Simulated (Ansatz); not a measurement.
Ansatz (an electronic-structure program) input (CCSD(T)/def2-SVP):

Ansatz 0.2 input:
```yaml
crystal:
  periodic: [false, false, false]
  atoms:
    - {symbol: La, position_ang: [0.00000000, -0.00000000, 0.00000000]}
    - {symbol: Br, position_ang: [-2.26074380, -1.74308589, -0.35770988]}
    - {symbol: Br, position_ang: [-0.02578936, 2.64161005, -1.13951681]}
    - {symbol: Br, position_ang: [2.28653316, -0.89852416, 1.49722668]}
basis:
  gaussian:
    orbitals: def2-SVP
total_charge: -1
magnetization: {spin_polarized: true, initial_magnetization: 1}
correlation: {method: ccsd_t, electrons: outside_noble_gas}
```

Output:

```
Functional definition: HF
integrals: 0.41 GiB planned
1220 factors; integrals over basis functions are off by at most 8.2e-4 eV
mean field: 1.62 GiB planned
mean field evaluation 1: about -210826.7569 eV, gradient 1.0e1 eV
mean field evaluation 2: about -210826.8181 eV, gradient 1.0e1 eV
mean field evaluation 4: about -210828.3257 eV, gradient 1.8e0 eV
mean field evaluation 8: about -210828.5407 eV, gradient 1.8e-1 eV
mean field evaluation 16: about -210821.0219 eV, gradient 9.9e1 eV
mean field evaluation 32: about -210827.9385 eV, gradient 3.6e0 eV
mean field evaluation 64: about -210827.4558 eV, gradient 1.2e0 eV
mean field evaluation 96: about -210826.2782 eV, gradient 1.2e-2 eV
mean field evaluation 128: about -210825.9708 eV, gradient 2.1e0 eV
mean field evaluation 160: about -210827.4979 eV, gradient 1.1e-3 eV
mean field evaluation 192: about -210825.6672 eV, gradient 1.4e-1 eV
mean field evaluation 224: about -210826.0208 eV, gradient 1.9e0 eV
mean field -210828.54251256 eV, -7747.8060326177 hartree, gradient 2.4e-6 eV, S^2 0.754037; 12 other end points of the search recorded, 0 dependent functions left out
determinant -210828.54251256 eV, -7747.8060326177 hartree, with singles and doubles -210840.11855625 eV, -7748.2314443770 hartree
determinant -210827.49789413 eV, -7747.7676435988 hartree, with singles and doubles -210839.00706318 eV, -7748.1905977599 hartree
determinant -210827.49787870 eV, -7747.7676430315 hartree, with singles and doubles -210839.00700107 eV, -7748.1905954775 hartree
determinant -210827.49786460 eV, -7747.7676425134 hartree, with singles and doubles -210839.00702935 eV, -7748.1905965167 hartree
determinant -210827.49784920 eV, -7747.7676419474 hartree, with singles and doubles -210839.00708480 eV, -7748.1905985546 hartree
determinant -210826.27819873 eV, -7747.7228206193 hartree, with singles and doubles -210837.94894869 eV, -7748.1517127696 hartree
determinant -210825.66525862 eV, -7747.7002954858 hartree, with singles and doubles -210837.55080828 eV, -7748.1370813794 hartree
46 core orbitals not correlated
reference -210828.54251256 eV, -7747.8060326177 hartree; 13, 12 occupied and 69, 70 virtual orbitals, 1220 factors
second order -10.72352382 eV of doubles, -0.00000000 eV of singles
coupled cluster: 0.59 GiB planned
cycle   1  -11.57474076 eV  change   -3.7e-1 eV  update   2.2e-2
cycle   2  -11.59570876 eV  change   -2.1e-2 eV  update   6.8e-3
cycle   3  -11.59875718 eV  change   -3.0e-3 eV  update   3.8e-3
cycle   4  -11.59986654 eV  change   -1.1e-3 eV  update   1.6e-3
cycle   5  -11.59987948 eV  change   -1.3e-5 eV  update   6.8e-4
cycle   6  -11.60021270 eV  change   -3.3e-4 eV  update   2.8e-4
cycle   7  -11.60024087 eV  change   -2.8e-5 eV  update   9.5e-5
cycle   8  -11.60022527 eV  change    1.6e-5 eV  update   3.3e-5
cycle   9  -11.60022690 eV  change   -1.6e-6 eV  update   1.1e-5
perturbative correction -0.25321041 eV, -0.0093053109 hartree
Total energy: -210840.39594986 eV, -7748.2416384041 hartree
```

The spin state was set by rule; other spins were not relaxed.
